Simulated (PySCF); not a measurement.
Structure from NMR data

Molecular formula: C5H6ClFO2. Simulated spectra:

¹H NMR (600 MHz, computed): δ 6.27 (s, 1H), 6.20 (m, 2H), 2.23 (s, 3H).

¹³C{¹H} NMR (computed): δ 195.7 (C), 165.4 (C), 108.7 (CH), 99.8 (CH2), 35.0 (CH3).

PySCF 2.14.0 with density-fitted response routines calculation with shieldings: GIAO PBE0/pcSseg-1 and GFN2-xTB structure; fast rotation and ring inversion assumed for equivalent nuclei, non-relativistic Hamiltonian, a single conformation, gas phase.

Shifts are taken against calculated references (same method and geometry level): ¹H (31.72 ppm), ¹³C (186.93 ppm) vs TMS.

Which of these isomers gave the spectra?
A. C=C[C@@H](Cl)[C@H](F)C(=O)O
B. CC(=O)O/C=C(\F)CCl
C. O=C1C[C@@H](Cl)C[C@@H](F)O1
D. CO[C@@H]1C[C@]1(F)C(=O)Cl
E. CC(=O)/C=C(/Cl)OCF
F. CC(=O)/C=C(\Cl)OCF

Results:

F. 

1. Rings plus π bonds: 2 (no ring in the answer).
2. 5 carbon signals for 5 carbons: no two carbons are equivalent.
3. Carbon types of the structure: 2 × C, 1 × CH, 1 × CH2, 1 × CH3, which accounts for all hydrogens.
4. δC 195.7: ketone carbonyl carbon; the double bond to the heteroatom, with no lone-pair donor beside it, deshields it most.
5. δC 165.4: alkene carbon bearing oxygen; an sp2 carbon further deshielded by the attached heteroatom.
6. δC 108.7: β carbon of an enol-ether or enamine type C=C; the O or N lone pair pushes π density onto this β carbon and shields it.
7. δC 99.8: sp3 CH2 bonded to F and O; 2 electronegative neighbours deshield it.
8. δH 2.23: hydrogen on a methyl carbon α to a carbonyl; α to C=O.

The others: C=C[C@@H](Cl)[C@H](F)C(=O)O would give 5 signals for carbon-bound and other non-exchanging H, not 3; CO[C@@H]1C[C@]1(F)C(=O)Cl would give 4 signals for carbon-bound and other non-exchanging H, not 3; O=C1C[C@@H](Cl)C[C@@H](F)O1 would give 6 signals for carbon-bound and other non-exchanging H, not 3; CC(=O)/C=C(/Cl)OCF has carbons computed at 195.5, 160.6, 116.4, 106.2, 34.4; CC(=O)O/C=C(\F)CCl has carbons computed at 171.8, 156.6, 129.0, 48.9, 22.6.

Carbons that carry Cl, above all several Cl atoms, come out too deshielded, partly because spin–orbit coupling is missing. Splittings by ¹⁹F in the carbon and heteronuclear signals aren't shown, as no couplings were computed. Shifts are as computed. Against solution values, carbons near 30 ppm lie about +3 ppm off and those near 130 ppm about +5 ppm; carbons on Cl a further +6 ppm. Of 1211 compounds with measured shifts, 218 miss one by over three times the rms of a fit or turn the order of signals round; such compounds aren't used in these exercises. Multiplicities follow the n + 1 count of equivalent neighbours, as no J values were calculated; m marks all less simple cases, F and P coupling included.
